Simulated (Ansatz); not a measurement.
Calculation: frozen-core CCSD(T)/def2-TZVPP in Ansatz (a first-principles code).

Ansatz 0.2 input:
```yaml
crystal:
  periodic: [false, false, false]
  atoms:
    - { symbol: I, position_ang: [0.0, 0.0, 0.0] }
basis:
  gaussian: { orbitals: def2-TZVPP }
correlation:
  method: ccsd_t
magnetization:
  spin_polarized: true
  initial_magnetization: 1
```

Output:

```
Functional definition: HF
336 factors; integrals over basis functions are off by at most 1.8e-4 eV
mean field evaluation 1: about -8072.3084 eV, gradient 4.7e0 eV
mean field evaluation 2: about -8072.3088 eV, gradient 4.7e0 eV
mean field evaluation 4: about -8072.4861 eV, gradient 4.6e-1 eV
mean field evaluation 8: about -8072.4909 eV, gradient 5.2e-3 eV
mean field evaluation 16: about -8072.4874 eV, gradient 5.8e-1 eV
mean field evaluation 32: about -8072.4908 eV, gradient 3.1e-3 eV
mean field evaluation 64: about -8072.4908 eV, gradient 2.0e-2 eV
mean field -8072.49085288 eV, -296.6585671125 hartree, gradient 5.2e-6 eV, S^2 0.759764; 4 other end points of the search recorded, 0 dependent functions left out
4 core orbitals not correlated
reference -8072.49085288 eV, -296.6585671125 hartree; 9, 8 occupied and 37, 38 virtual orbitals, 336 factors
second order -12.71019879 eV of doubles, -0.00000000 eV of singles
cycle   1  -11.86552547 eV  change    8.4e-1 eV  update   5.5e-2
cycle   2  -12.12968206 eV  change   -2.6e-1 eV  update   1.3e-2
cycle   3  -12.13707144 eV  change   -7.4e-3 eV  update   4.8e-3
cycle   4  -12.13517709 eV  change    1.9e-3 eV  update   8.9e-4
cycle   5  -12.13570150 eV  change   -5.2e-4 eV  update   1.6e-4
cycle   6  -12.13563482 eV  change    6.7e-5 eV  update   4.5e-5
cycle   7  -12.13563699 eV  change   -2.2e-6 eV  update   1.1e-5
perturbative correction -0.19453701 eV, -0.0071491031 hartree
Total energy: -8084.82102687 eV, -297.1116926491 hartree
```

Cost: very roughly 3.0 core-seconds.
